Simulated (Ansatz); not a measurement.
Input file for Ansatz (an electronic-structure program): U-B97M-V/def2-TZVPP on H (SMILES [H]).

Ansatz 0.2 input:
```yaml
crystal:
  periodic: [false, false, false]
  atoms:
    - {symbol: H, position_ang: [0.00000000, 0.00000000, 0.00000000]}
basis:
  gaussian:
    orbitals: def2-TZVPP
hamiltonian:
  xc: {name: B97M-V}
magnetization: {spin_polarized: true, initial_magnetization: 1}
```

The log:

```
WARN ansatz: RAYON_NUM_THREADS=1 ignored (pool sized by the plan → 1); use --threads N
Functional definition: B97M-V
integrals: 0.00 GiB planned
59 factors; their error is unknown
mean field: 0.05 GiB planned
mean field evaluation 1: about -13.6059 eV, gradient 1.1e0 eV
mean field evaluation 2: about -13.6132 eV, gradient 1.4e-1 eV
mean field evaluation 4: about -13.6139 eV, gradient 2.3e-3 eV
mean field evaluation 8: about -13.6139 eV, gradient 7.0e-7 eV
mean field -13.61394203 eV, -0.5003031417 hartree, gradient 7.0e-7 eV, S^2 0.750000; 0 other end points of the search recorded, 0 dependent functions left out
reference -13.61397665 eV, -0.5003044141 hartree; 1, 0 occupied and 13, 14 virtual orbitals, 59 factors
Total energy: -13.61397665 eV, -0.5003044141 hartree
```

The calculation finished and met its thresholds.

Cost: around 0.21 core-seconds (rough).
